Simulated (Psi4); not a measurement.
Pair of molecules, SMILES C#C with SMILES [H][H] (the first has 4 atoms); geometry from B3LYP-D3(BJ)/def2-TZVP, rigid monomers moved along the line of their centres of mass till C2···H5 is 2.84 Å.
(charge 0, multiplicity 1):
```xyz
6

C     -0.902    -0.136     0.234
C      0.233     0.021    -0.111
H     -1.909    -0.276     0.542
H      1.241     0.161    -0.417
H      0.468     0.080     2.719
H      0.686     0.117     3.430
```

Method: SAPT0/jun-cc-pV(D+d)Z run with Psi4 1.11.

Question: Which attractive term is largest, and how does the interaction split up?

Answer: electrostatics -42.3, exchange 91.8, induction -14.7, dispersion -27.1, total 7.6 meV; the largest attraction is electrostatics.
